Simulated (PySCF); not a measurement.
LDA on Se⁻ (selenium, charge -1), [Ar] 3d10 4s2 4p5, 2P determinant. Calculation: PySCF 2.14, in aug-cc-pVTZ-PP with ECP10MDF; scalar relativity through the core potential.

```
cycle= 1 E= -372.657795583364  delta_E= -0.0176  |g|= 0.14  |ddm|= 0.513
cycle= 2 E= -372.65824090831  delta_E= -0.000445  |g|= 0.111  |ddm|= 0.166
cycle= 3 E= -372.660341097173  delta_E= -0.0021  |g|= 0.0239  |ddm|= 0.122
cycle= 4 E= -372.660777314736  delta_E= -0.000436  |g|= 0.0023  |ddm|= 0.0508
cycle= 5 E= -372.66078274711  delta_E= -5.43e-06  |g|= 9.64e-05  |ddm|= 0.00547
cycle= 6 E= -372.66078276064  delta_E= -1.35e-08  |g|= 3.07e-05  |ddm|= 0.000478
cycle= 7 E= -372.66078276176  delta_E= -1.12e-09  |g|= 1.1e-06  |ddm|= 9.99e-05
cycle= 8 E= -372.660782761761  delta_E= -5.12e-13  |g|= 5.82e-08  |ddm|= 2.99e-06
converged SCF energy = -372.660782761761  <S^2> = 0.75239912  2S+1 = 2.0023977
```

Highest occupied orbital energy: 0.883 eV; ⟨L²⟩ = 2.02; populations by l: s 4.00, p 11.00, d 10.00, f 0.00.

**Question.** Can this result be used?

**Answer.** With care. The calculation finished and met its thresholds. Energies and moments cover only the electrons outside the core potential. At LDA the highest occupied level has a positive energy, so only the finite basis holds that electron; in a semilocal or global hybrid functional this comes from self-interaction and does not mean that the real anion is unbound.
